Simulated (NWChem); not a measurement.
System meant: MoH₃F₃; SMILES [F][MoH3]([F])[F]

The following NWChem deck was run.

```
start job
memory heap 200 mb stack 900 mb global 1100 mb
geometry units angstroms noautoz
  Mo     0.000000     0.000000    -0.102584
  F     -1.458718     1.081828    -0.463005
  F      1.666249     0.722373    -0.463005
  F     -0.207531    -1.804201    -0.463005
  H     -0.821069    -0.355895     1.266402
  H      0.102320     0.889014     1.266402
  H      0.718748    -0.533119     1.266402
end
basis spherical
  Mo library def2-svp
  F library def2-svp
  H library def2-svp
end
ecp
  Mo library def2-ecp
end
dft
  xc b3lyp
  iterations 150
end
tddft
  cis
  nroots 4
  notriplet
end
task tddft energy
```

End of the output:

```
 Vector   25  Occ=0.000000D+00  E=-1.025918D-01  Symmetry=a
              MO Center= -1.4D-17, -1.9D-17,  9.1D-02, r^2= 2.7D+00
   Bfn.  Coefficient  Atom+Function         Bfn.  Coefficient  Atom+Function
  ----- ------------  ---------------      ----- ------------  ---------------
    17      0.735924  1 Mo d  0               4      0.411515  1 Mo s
    22      0.241003  1 Mo d  0               8      0.196099  1 Mo pz
    75     -0.180731  5 H  s                 80     -0.180731  6 H  s
    85     -0.180731  7 H  s                  5     -0.153911  1 Mo s
    14     -0.145663  1 Mo pz                37     -0.145462  2 F  pz

 center of mass
 --------------
 x =   0.00000000 y =  -0.00000000 z =  -0.04866158

 moments of inertia (a.u.)
 ------------------
         380.561730054643          -0.000000000000           0.000000000000
          -0.000000000000         380.561730054643          -0.000000000000
           0.000000000000          -0.000000000000         679.942649672530

     Multipole analysis of the density
     ---------------------------------

     L   x y z        total         alpha         beta         nuclear
     -   - - -        -----         -----         ----         -------
     0   0 0 0     -0.000000    -22.000000    -22.000000     44.000000

     1   1 0 0      0.000000      0.000000      0.000000      0.000000
     1   0 1 0     -0.000000     -0.000000     -0.000000     -0.000000
     1   0 0 1     -0.176876      1.978233      1.978233     -4.133341

     2   2 0 0    -32.288168    -97.791207    -97.791207    163.294246
     2   1 1 0      0.000000      0.000000      0.000000     -0.000000
     2   1 0 1     -0.000000     -0.000000     -0.000000     -0.000000
     2   0 2 0    -32.288168    -97.791207    -97.791207    163.294246
     2   0 1 1      0.000000      0.000000      0.000000      0.000000
     2   0 0 2    -27.326615    -28.875209    -28.875209     30.423803

 ------------------------------------------------------------------------
 tddft_init: non-Abelian symmetry not permitted                   0
 ------------------------------------------------------------------------
 ------------------------------------------------------------------------
  current input line :
    29: task tddft energy
 ------------------------------------------------------------------------
 ------------------------------------------------------------------------
 There is an error related to the specified geometry
 ------------------------------------------------------------------------
 For more information see the NWChem manual at https://nwchemgit.github.io

0:tddft_init: non-Abelian symmetry not permitted:Received an Error in Communication
```

Problem. Find the fault in this run and fix the input.

Solution. The run crashed. Cause: the TDDFT module takes Abelian point groups alone, and the geometry was found to have a non-Abelian one. This input runs:
```
start job
memory heap 200 mb stack 900 mb global 1100 mb
geometry units angstroms noautosym nocenter noautoz
  Mo     0.000000     0.000000    -0.102584
  F     -1.458718     1.081828    -0.463005
  F      1.666249     0.722373    -0.463005
  F     -0.207531    -1.804201    -0.463005
  H     -0.821069    -0.355895     1.266402
  H      0.102320     0.889014     1.266402
  H      0.718748    -0.533119     1.266402
end
basis spherical
  * library def2-svp
end
ecp
  Mo library def2-ecp
end
dft
  xc b3lyp
  iterations 150
end
tddft
  cis
  nroots 4
  notriplet
end
task tddft energy
```
It converges to -369.36217 Ha (B3LYP/def2-SVP with def2 effective core potentials on Mo, TDA).
